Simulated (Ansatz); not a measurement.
Consider the ligand exchange at the Si–C bond: `C[SiH2]Cl` + `NCF` → `FCN[SiH2]Cl` + CH₄.

Computed with Ansatz on PBE0-D4/def2-TZVP structures; ΔE is electronic, products minus reactants. CCSD(T)/CBS is the MP2 limit (def2-TZVPP, def2-QZVPP) plus CCSD(T) − MP2 in def2-TZVPP, frozen cores. This one scheme is used for every species. DFT in def2-TZVPP. Each species was taken in one conformer, which may not be the lowest.

`C[SiH2]Cl`:

Cartesian coordinates in Å:
```
C 0.473 0.565 0.692
Si -0.374 -0.370 -0.671
Cl -1.030 -2.190 0.042
H 0.825 1.531 0.320
H 1.332 0.007 1.068
H -0.213 0.745 1.522
H 0.550 -0.646 -1.798
H -1.564 0.359 -1.175
```

`NCF`:

```xyz
7

N    -0.522   -0.721    0.082
C     0.101    0.507   -0.187
F     1.381    0.628    0.380
H    -0.018   -1.508   -0.302
H    -0.686   -0.869    1.068
H     0.234    0.635   -1.263
H    -0.491    1.328    0.222
```

`FCN[SiH2]Cl`:

Z-matrix (Å, degrees):
```
C
N 1 1.409
F 1 1.392 2 111.7
H 1 1.093 2 110.4 3 118.6
H 1 1.093 2 111.9 3 -118.7
Si 2 1.709 1 125.3 3 -100.3
H 2 1.008 1 114.8 3 79.5
Cl 6 2.064 2 113.0 1 -91.8
H 6 1.478 2 109.0 1 150.4
H 6 1.477 2 108.2 1 25.7
```

CH₄:

```xyz
5

C     0.000    0.000    0.000
H    -0.867    0.405   -0.521
H     0.060   -1.074   -0.174
H    -0.098    0.190    1.069
H     0.905    0.480   -0.373
```

CCSD(T)/CBS gives -53.0 kJ/mol.

Another level gave -47.4 kJ/mol. Which?
A. CCSD/def2-TZVPP
B. revPBE/def2-TZVPP
C. BHLYP-D4/def2-TZVPP
D. LC-ωPBE/def2-TZVPP

D. LC-ωPBE -47.4, CCSD/def2-TZVPP -52.7, BHLYP-D4 -57.1, revPBE -42.6 kJ/mol.

Largest T1 diagnostic among the species: 0.011.

From BLYP to BHLYP (50 % exact exchange), in def2-TZVPP and without D4, ΔE moves by −4.1 kJ/mol. The D4 term adds −3.9 kJ/mol with B3LYP and −2.3 kJ/mol with PBE0; it sums over pairs of atoms, weighted by their polarisabilities, and B3LYP, whose exchange is more repulsive, gets the larger term.

B3LYP here is the variant with VWN-RPA as its local correlation; programs differ in this.
